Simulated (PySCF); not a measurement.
**Two-dimensional NMR puzzle**

Compound of formula C₅H₁₀N₂. Correlations simulated from computed shifts and the bond graph:

HSQC (one-bond C–H):
```
  δH     δC
7.17  136.3
6.71  145.0
5.34  118.8
5.29  118.8
3.44   49.5
1.05   18.8
```

COSY cross peaks (H two or three bonds apart, from the bond graph; peaks can be absent where the dihedral angle is near 90°):
```
  δH    δH
7.17  6.71
6.71  5.34
6.71  5.29
5.34  5.29
3.44  1.05
```

HMBC (two and three bonds, from the bond graph):
```
  δH            δC
7.17  145.0, 118.8
6.71  136.3, 118.8
5.34  145.0, 136.3
5.29  145.0, 136.3
3.44          18.8
1.05          49.5
```

- σ from GIAO-PBE0/pcSseg-1
- coordinates at the GFN2-xTB level
- program: PySCF 2.14
- no solvent model, one averaged value for each set of equivalent atoms, one computed conformer, relativity neglected

δ = σ(ref) − σ, references computed at the same level: ¹H (σref 31.72), ¹³C (σref 186.93) against TMS.

Exchangeable hydrogens are left out of these lists.

Which molecule is this?

## Answers

SMILES C=C/C=N/NCC.

Atom-mapped SMILES (the numbers label the heavy atoms): `[CH2:1]=[CH:2]/[CH:3]=[N:4]/[NH:5][CH2:6][CH3:7]` (H(Xn): hydrogen on atom n). Ha(C1) is cis to C3; Hb(C1) is trans to C3.

δC 145.0 is C2, an alkene CH (δH 6.71). δC 136.3 is C3, a C=N carbon (δH 7.17). δC 118.8 is C1, a terminal =CH2 carbon (δH 5.29, 5.34). δC 49.5 is C6, an sp3 CH2 bonded to N (δH 3.44). δC 18.8 is C7, a methyl carbon (δH 1.05). COSY links 7.17–6.71, 6.71–5.34, 6.71–5.29, 5.34–5.29, 3.44–1.05.

The shifts were computed for this structure.

OH and NH positions are those of a molecule without intermolecular hydrogen bonds; in solution they move with solvent, concentration and temperature, and exchange usually removes their couplings. Shifts are as computed. Against solution values, carbons near 30 ppm lie about +3 ppm off and those near 130 ppm about +5 ppm. Of 1211 compounds with measured shifts, 218 miss one by over three times the rms of a fit or turn the order of signals round; such compounds aren't used in these exercises.
